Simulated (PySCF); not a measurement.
**Trend along group 15: MSb molecules**

PBE0 with triple-zeta basis sets in PySCF, for the lowest determinant that a PBE0 search found; no spin–orbit coupling. De refers to high-spin ground-configuration atoms. A positive dipole means M(−)Sb(+).

```tsv
M	basis	state (unpaired electrons)	Re (Å)	ωe (cm⁻¹)	De (eV)	μ (D)
N	cc-pVTZ-PP/cc-pVTZ	singlet (closed shell)	1.810	976	3.09	3.61
P	x2c-TZVPPall	singlet (closed shell)	2.183	547	3.45	1.53
Sb	cc-pVTZ-PP	singlet (closed shell)	2.468	299	2.69	n/a
```

The shortest bond is that of SbN (1.810 Å), the longest that of Sb2 (2.468 Å). SbP is bound most strongly (3.45 eV) and Sb2 least (2.69 eV).

The rows differ in basis set, which adds steps of its own.

Down a group the atoms grow and get heavier, so bonds lengthen and wavenumbers fall; this series shows no clear exception.

Closed-shell solutions of metal pairs were not tested for spin polarisation, which can lower them a little. These are scalar-relativistic numbers at best; spin–orbit coupling would shift them, the dissociation energy most.
